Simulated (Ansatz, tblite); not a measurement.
Removing an electron: Cu(NH2)2 (CuN₂H₄). Charge 0, multiplicity 2. Geometry: r2SCAN-D4/def2-TZVP. Ansatz, gas phase; energy differences of separate SCF runs; the oxidised species is a triplet (the singlet lies 0.77 eV higher at PBE0-D4/def2-TZVP).

```xyz
7

Cu    0.000   -0.002    0.000
N    -1.132    0.177    1.352
H    -1.347   -0.535    2.037
H    -1.667    1.008    1.564
N     1.132   -0.177   -1.352
H     1.669   -1.007   -1.566
H     1.346    0.537   -2.035
```

The xTB rows come from tblite. Correlated methods freeze 11 core orbitals. In CCSD on the charge 0 doublet the largest single amplitude is 0.44, so its Hartree–Fock determinant may place the open shell otherwise than the density functionals do. No other spin state of charge 0 was run. The order of the spin states hangs on the level: the singlet lies 0.20 eV below the triplet at PBE-D4/def2-TZVP, but 0.31 eV above it at r2SCAN-D4/def2-TZVP. The singlet is doubtful at r2SCAN-D4/def2-TZVP (restricted singlet with a triplet 0.31 eV lower at the same geometry).

| level | −HOMO (eV) | vertical IE (eV) | −LUMO (eV) | HOMO–LUMO gap (eV) | remarks |
| --- | --- | --- | --- | --- | --- |
| GFN1-xTB | – | 13.20 | – | – | – |
| GFN2-xTB | – | 13.45 | – | – | – |
| PBE-D4/def2-TZVP | 5.37 | 8.52 | 3.90 | 1.47 | – |
| r2SCAN-D4/def2-TZVP | 5.42 | 8.22 | 3.74 | 1.67 | – |
| PBE0-D4/def2-TZVP | 6.11 | 8.12 | 2.88 | 3.23 | – |
| CCSD/def2-TZVPP | – | 7.89 | – | – | large T1 (0.068) (doublet) |
| CCSD(T)/def2-TZVPP | – | 7.93 | – | – | large T1 (0.068) (doublet) |

Relaxing the oxidised species (r2SCAN-D4/def2-TZVP) changes its energy by -0.32 eV at PBE-D4/def2-TZVP, so the adiabatic ionisation energy to this nearest minimum is 8.20 eV. At PBE0-D4/def2-TZVP it is 7.93 eV.  Run but left out: HF/def2-TZVPP, MP2/def2-TZVPP (doublet: a determinant that CCSD turns far, T1 0.068).  HOMO and LUMO are the levels of the spin that leaves or enters (xTB has no such levels and no spin-polarisation term). Other spin states of the ions may lie lower, which would lower the ionisation energy or raise the affinity. Raw xTB energy differences between charge states are shifted by several eV; the methods need an empirical correction for them.
